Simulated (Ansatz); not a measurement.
Stepwise reaction of `O[SiH2][SiH2][SiH2]F` with water, as a gas-phase model of exchange steps in deposition or etching. ΔE in kJ/mol.

Computed with Ansatz on PBE0-D4/def2-TZVP structures; ΔE is electronic, products minus reactants. CCSD(T)/CBS adds triple-zeta CCSD(T) − MP2 to the extrapolated MP2 energy (def2 sets, frozen cores). This one scheme is used for every species. DFT in def2-TZVPP. B3LYP here is the variant with VWN-RPA as its local correlation; programs differ in this. One conformer a species, not always the lowest.

| step | reaction | PBE-D4 | B3LYP-D4 | ωB97M-V | CCSD(T)/CBS |
| --- | --- | --- | --- | --- | --- |
| 1 | `O[SiH2][SiH2][SiH2]F` + H₂O → `O[SiH2][SiH2]F` + `O[SiH3]` | -49.6 | -72.5 | -76.2 | -70.4 |
| 2 | `O[SiH2][SiH2]F` + H₂O → `O[SiH2]F` + `O[SiH3]` | -106.0 | -125.4 | -133.0 | -126.6 |

Question: By hand: ΔE of the 2 steps together at CCSD(T)/CBS.

Answer: (-70.4) + (-126.6) = -197.0 kJ/mol, or -98.5 kJ/mol a step.

In ΔE each step is lower than the one before. All are downhill at CCSD(T)/CBS. PBE-D4 differs from CCSD(T)/CBS by 20.6 to 20.8 kJ/mol a step. Isolated molecules leave out the surface, adducts and barriers. Largest T1 diagnostic: 0.013.
